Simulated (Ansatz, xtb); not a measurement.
# CIOZn: where a starting geometry ends

The starting geometry of this gas-phase doublet was built from a drawn formula by distance geometry and a force field; its bonds are those of `O=[C]([Zn])I`.

```csv
atom,x (Å),y (Å),z (Å)
C,-0.9228,-0.0925,-0.2980
I,-0.8176,-1.6157,-1.7888
O,-1.2992,1.0815,-0.5787
Zn,-0.3339,-0.5277,1.7889
```

Question: Predict what becomes of its bonds when it is optimised with r2SCAN-D4/def2-SVP.

Answer: It rearranges, giving a structure given below by its coordinates. Contacts that open: C1–I2 (2.13 → 4.30 Å). Contacts that close: I2–Zn4 (3.77 → 2.46 Å).

The energy falls by 1.75 eV over 25 steps:

| step | E − E(last) (eV) |
| --- | --- |
| 1 | 1.748 |
| 4 | 1.202 |
| 6 | 0.891 |
| 9 | 0.281 |
| 12 | 0.209 |
| 14 | 0.151 |
| 17 | 0.065 |
| 20 | 0.005 |
| 22 | 0.001 |
| 25 | 0.000 |

Final geometry (Å):

```json
{"atom": "C", "x (Å)": "-1.0348", "y (Å)": "1.0134", "z (Å)": "-0.3019"}
{"atom": "I", "x (Å)": "-0.0427", "y (Å)": "-3.1376", "z (Å)": "-0.8424"}
{"atom": "O", "x (Å)": "-1.4441", "y (Å)": "1.9694", "z (Å)": "0.2054"}
{"atom": "Zn", "x (Å)": "-0.8518", "y (Å)": "-0.9996", "z (Å)": "0.0623"}
```

From the same start GFN2-xTB reaches the same bonding as this run.

The end wasn't checked by frequencies. Open shells are spin-unrestricted. Atoms past krypton carry core potentials, without spin–orbit terms. Run with Ansatz 0.2.0, 5.8 min on 1 thread of Arm Neoverse V1, with other jobs on the host.
